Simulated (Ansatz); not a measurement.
Geometry optimisation, RKS PBE/def2-mTZVP in Ansatz 0.2.0.

Input file:

```yaml
crystal:
  periodic: [false, false, false]
  atoms:
    - { symbol: Si, position_ang: [-0.9089, 0.596, -0.1703] }
    - { symbol: Br, position_ang: [-1.405, -1.7344, 1.1118] }
    - { symbol: H, position_ang: [-0.5444, 1.8635, -0.8942] }
    - { symbol: H, position_ang: [-1.4255, 1.1333, 1.0829] }
    - { symbol: H, position_ang: [-1.5618, -0.1398, -1.2481] }
    - { symbol: H, position_ang: [0.0938, -0.607, 0.4295] }
    - { symbol: As, position_ang: [1.767, 0.3257, -0.0557] }
    - { symbol: H, position_ang: [2.1799, -0.7542, 0.9096] }
    - { symbol: H, position_ang: [1.8049, -0.6832, -1.1655] }
basis:
  gaussian: { orbitals: def2-mTZVP }
hamiltonian:
  xc: pbe
relax:
  f_tol: 0.15
  max_steps: 25
  restrain:
    - { distance: [0, 6], at: 3.6, k: 30.0 }
    - { distance: [5, 1], at: 2.81, k: 30.0 }
    - { distance: [0, 1], at: 2.31, k: 30.0 }
    - { distance: [5, 6], at: 1.5, k: 30.0 }
```

Launched with:

```bash
$ ansatz run input.yaml --threads 2 --pin off --max-ram 3072MiB --backend cpu --events-out ev --progress --plain --runs-dir out
```

**Question.** Where does it end, and by what steps?

**Answer.** The run converged. The restraints hold the end off the free minimum. After 17 steps the energy has fallen by 2.228 eV (the restraints' own energy left out); H5 moved furthest, 1.71 Å. Parted: Si1–H6, Si1–As7. Joined: H6–As7.

```tsv
step	energy less start (eV)	largest force component (eV/Å)	accepted
0	0.0000	0.842	yes
1	0.2038	1.524	yes
2	0.3877	2.362	yes
3	0.3905	2.392	yes
4	-0.1552	1.002	yes
5	-0.7414	0.872	yes
6	-1.2292	0.713	yes
7	-1.5556	1.218	yes
8	-1.7465	1.324	yes
9	-1.8908	0.983	yes
10	-2.0305	0.736	yes
11	-2.1131	0.771	yes
12	-2.1628	0.669	yes
13	-2.1885	0.617	yes
14	-2.2052	0.536	yes
15	-2.2231	0.521	yes
16	-2.2226	0.486	no
17	-2.2276	0.526	yes
```

```xyz
9
Properties=species:S:1:pos:R:3
Si -1.628 0.439 -0.319
Br -1.675 -1.658 0.610
H -0.614 0.452 -1.413
H -1.273 1.424 0.744
H -2.982 0.731 -0.875
H 0.964 -0.715 0.881
As 1.926 0.290 0.278
H 3.116 -0.335 1.033
H 2.167 -0.627 -0.938
```

Whether the end is a true minimum wasn't checked by a vibrational analysis.

Time of the run: 33 s on 2 threads of Arm Neoverse V2, on a shared host, peak memory 0.16 GiB.
